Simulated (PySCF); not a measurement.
An equivalent PySCF input for P(2+) (phosphorus, charge +2), [Ne] 3s2 3p1, 2P determinant, with no relativity, point nucleus:

```python
from pyscf import gto, scf, dft, mp, cc
import basis_set_exchange as bse
mol = gto.M(atom="P 0 0 0", charge=2, spin=1, symmetry="D2h",
            basis=gto.basis.parse(bse.get_basis("aug-cc-pV(Q+d)Z", elements=["P"], fmt="nwchem")))
mf = dft.UKS(mol, xc="PBE")
mf.irrep_nelec = {'Ag': (3, 3), 'B1u': (1, 1), 'B2u': (2, 1), 'B3u': (1, 1)}
mf.kernel()
```

It reaches the same state as the run whose output follows, with an energy that differs only through the grid. The run itself started from symmetry-adapted Hartree-Fock orbitals and held the occupation by maximum overlap, on a logarithmic radial grid, so the iterations belong to that start.

```
SCF conv_tol = 1e-09
number electrons alpha = 7  beta = 6
XC functionals = PBE
    J. P. Perdew, K. Burke, and M. Ernzerhof.,  Phys. Rev. Lett. 77, 3865 (1996)
    J. P. Perdew, K. Burke, and M. Ernzerhof.,  Phys. Rev. Lett. 78, 1396 (1997)
    J. P. Perdew, K. Burke, and M. Ernzerhof.,  Phys. Rev. Lett. 77, 3865 (1996)
    J. P. Perdew, K. Burke, and M. Ernzerhof.,  Phys. Rev. Lett. 78, 1396 (1997)
cycle= 1 E= -339.998155935946  delta_E= -0.00633  |g|= 0.0372  |ddm|= 1.13
cycle= 2 E= -339.998328639319  delta_E= -0.000173  |g|= 0.0113  |ddm|=  0.4
cycle= 3 E= -339.998344319058  delta_E= -1.57e-05  |g|= 0.000677  |ddm|= 0.0982
cycle= 4 E= -339.998344596367  delta_E= -2.77e-07  |g|= 0.000105  |ddm|= 0.00359
cycle= 5 E= -339.998344600555  delta_E= -4.19e-09  |g|= 1.09e-06  |ddm|= 0.00102
cycle= 6 E= -339.998344600555  delta_E= -2.84e-13  |g|= 6.24e-08  |ddm|= 4.43e-06
converged SCF energy = -339.998344600555  <S^2> = 0.75387149  2S+1 = 2.0038678
```
